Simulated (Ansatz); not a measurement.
Several settings on one geometry of [SiF5]- (SiF5⁻) (that of the charge -1 singlet, PBE0-D4/def2-SVPD). Ansatz on 4 threads of Intel Xeon on a shared host; times are rough.

Cartesian coordinates in Å:
```
Si 0.000 0.000 0.000
F -0.017 -0.006 1.688
F 0.019 0.007 -1.688
F 1.654 0.010 0.018
F -0.838 1.426 -0.004
F -0.817 -1.438 -0.014
```

Totals from different functionals, basis sets or treatments of relativity can't be compared as stabilities.

DK, ANO-RCC and x2c sets are all-electron and run with scalar relativity unless a key says otherwise. HSE06 is defined as in plane-wave codes, on full-range PBE exchange. A multiply charged anion in the gas phase is held together partly by the finite basis.

The spins typed aren't always the lowest for that charge.

Task: Give the basis size and estimate the energy, ⟨S²⟩ and time of these runs.

| run | method | charge | state | further keys |
| --- | --- | --- | --- | --- |
| 1 | RKS r2SCANh/6-31G | -1 | singlet | final_grid: {core_spheres: 5, valence_spheres: 4, degree: 11}; nuclear_model: gaussian; scf: {omitted_lower_state_checks: [starts]}; forces asked |
| 2 | UKS r2SCAN0-D3(BJ)/def2-TZVPD | -2 | doublet | scf: {omitted_lower_state_checks: [starts]} |
| 3 | UKS HSE06-D4/cc-pVTZ-DK | -2 | doublet | – |

Result: 
```
run  functions  energy (Eh)  ⟨S²⟩  wall time
  1         58    -788.6237     –     0.91 s
  2        243    -788.8737  0.75       18 s
  3        184    -789.3926  0.75      4.3 s
```

The highest occupied level of an anion often lies above zero with these methods, and sets without diffuse functions describe the outer electron poorly.
